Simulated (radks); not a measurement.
Species: Ir. Configuration: [Xe] 4f13 5d7 6s2 6p1 (not the ground configuration). All-electron calculation, scalar-relativistic Kohn-Sham, r2SCAN, spin-polarised, spherical densities, finite nucleus; open shells are filled with parallel spins first (spin-orbit coupling, left out, can overturn this in heavy ions); meta-GGA in the generalised Kohn-Sham scheme; Fermi nuclear charge, rms radius 5.4032 fm. Program: a radial shooting solver on a logarithmic mesh with Libxc functionals.

Local quantities along the radius. ELF = 1/(1 + alpha^2) is the electron localisation function; alpha = (tau - tau_W)/tau_unif compares the Pauli kinetic energy density with that of the uniform gas (summed over spins); r v_xc is r times the local exchange-correlation potential of spin up (hartree bohr, multiplicative part alone); 4 pi r^2 rho is in e/bohr. tau is taken from the large components.

| r (bohr) | ELF | alpha | r v_xc | 4 pi r^2 rho |
|---|---|---|---|---|
| 0.001949 | 0.999 | 0.02889 | -0.2170 | 24.02 |
| 0.002685 | 0.999 | 0.03490 | -0.2661 | 36.38 |
| 0.003668 | 0.998 | 0.04504 | -0.3245 | 52.32 |
| 0.005011 | 0.996 | 0.06360 | -0.3930 | 71.18 |
| 0.0069 | 0.990 | 0.1021 | -0.4724 | 90.35 |
| 0.009427 | 0.966 | 0.1866 | -0.5581 | 103.4 |
| 0.01288 | 0.866 | 0.3940 | -0.6407 | 105.7 |
| 0.01759 | 0.569 | 0.8703 | -0.5947 | 98.44 |
| 0.02423 | 0.335 | 1.408 | -0.6411 | 94.65 |
| 0.0331 | 0.458 | 1.089 | -0.7776 | 110.6 |
| 0.04522 | 0.707 | 0.6442 | -1.011 | 137.5 |
| 0.06178 | 0.697 | 0.6596 | -1.094 | 139.5 |
| 0.08508 | 0.392 | 1.245 | -1.026 | 114.7 |
| 0.1162 | 0.458 | 1.088 | -1.225 | 118.8 |
| 0.1588 | 0.719 | 0.6257 | -1.513 | 131.3 |
| 0.2169 | 0.470 | 1.063 | -1.288 | 90.67 |
| 0.2987 | 0.348 | 1.369 | -1.358 | 71.52 |
| 0.4081 | 0.709 | 0.6406 | -1.797 | 83.20 |
| 0.5575 | 0.559 | 0.8879 | -1.573 | 52.48 |
| 0.7678 | 0.326 | 1.438 | -1.359 | 25.25 |
| 1.049 | 0.603 | 0.8109 | -1.452 | 17.73 |
| 1.433 | 0.541 | 0.9208 | -1.365 | 9.881 |
| 1.958 | 0.352 | 1.356 | -1.144 | 4.394 |
| 2.696 | 0.403 | 1.218 | -1.007 | 1.974 |
| 3.683 | 0.452 | 1.102 | -0.8716 | 0.7851 |
| 5.032 | 0.291 | 1.559 | -0.5330 | 0.2235 |
| 6.874 | 0.083 | 3.334 | -0.2899 | 0.04187 |
| 9.467 | 0.008 | 10.94 | -0.1821 | 0.004141 |
| 12.93 | 0.000 | 68.42 | -0.06328 | 0.0001788 |

On this mesh the ELF has minima near r = 0.024, 0.099, 0.25, 0.77, 2.0 bohr, which separate the shells, and maxima near 0.053 (0.74), 0.16 (0.72), 0.41 (0.71), 1.2 (0.63), 3.7 (0.45).

Self-consistent cycle (total energy in hartree, residual of the potential): 1: -17818.38541, 6e+00; 2: -17822.19227, 3e+00; 3: -17823.29806, 1e+00; 4: -17823.62448, 2e-01; 5: -17823.63762, 2e-02; 6: -17823.64059, 8e-03; 7: -17823.64065, 2e-03; 8: -17823.64064, 4e-04; 9: -17823.64064, 4e-04; 10: -17823.64064, 1e-05; 11: -17823.64064, 7e-07.
